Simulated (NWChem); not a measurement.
A series in which one site is exchanged, each optimised at PBE0/def2-SVP with NWChem, gas phase unless a solvent is named. This build's default masses of Se (78.918 u) and Br (79.917 u) are each other's, which moves their modes by up to 0.6 %. Some are not confirmed as minima by frequencies. def2 effective core potentials on I; no spin-orbit coupling.

A: Cl[SiH](Cl)Cl (SiHCl₃; site = Cl)
B: F[SiH](Cl)Cl (SiHCl2F; site = F)
C: Cl[SiH](Cl)Br (SiHBrCl₂; site = Br)
D: Cl[SiH](Cl)I (SiHICl$_{2}$; site = I)

Values for A:

dipole (D), PBE0/def2-SVP: 0.97
orbital gap (eV), PBE0/def2-SVP: 9.43
static polarisability, PBE/def2-SVPD (bohr³): 68.2
lowest singlet excitation, PBE/def2-SVPD, TDA (eV): 6.74

Q: How do these values change for the other members?

A: 
```json
[
 {"change from A": "dipole (D), PBE0/def2-SVP", "B": "+0.23", "C": "-0.06", "D": "-0.09"},
 {"change from A": "orbital gap (eV), PBE0/def2-SVP", "B": "+0.60", "C": "-0.90", "D": "-2.40"},
 {"change from A": "static polarisability, PBE/def2-SVPD (bohr³)", "B": "-14.4", "C": "+8.3", "D": "+23.1"},
 {"change from A": "lowest singlet excitation, PBE/def2-SVPD, TDA (eV)", "B": "+0.75", "C": "-0.66", "D": "-1.74"}
]
```
